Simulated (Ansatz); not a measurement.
Molecule: NaF, net charge -1, doublet state. 
Geometry from a B3LYP-D3(BJ)/def2-TZVP (Ansatz, a quantum-chemistry and plane-wave program) optimisation:
```xyz
2

Na     0.0000     0.0000    -0.9034
F      0.0000     0.0000     1.1042
```
Charge -1, spin multiplicity 2.

Basis-set convergence of Hartree-Fock and CCSD(T) correlation energies (hartree) with Ansatz. Correlated levels leave the core frozen unless marked. UHF or UKS for open shells. Spin-orbit coupling is left out. Non-relativistic. This anion needs diffuse functions, which these sets lack.

```csv
basis,functions,E(HF),"E(corr, CCSD(T))"
def2-SVP,29,-261.18295,-0.20564
def2-TZVPP,63,-261.38151,-0.28089
def2-QZVPP,115,___,___
```

Q: What belongs in the gaps?

A: 
- def2-QZVPP, E(HF): -261.39615
- def2-QZVPP, E(corr, CCSD(T)): -0.30981
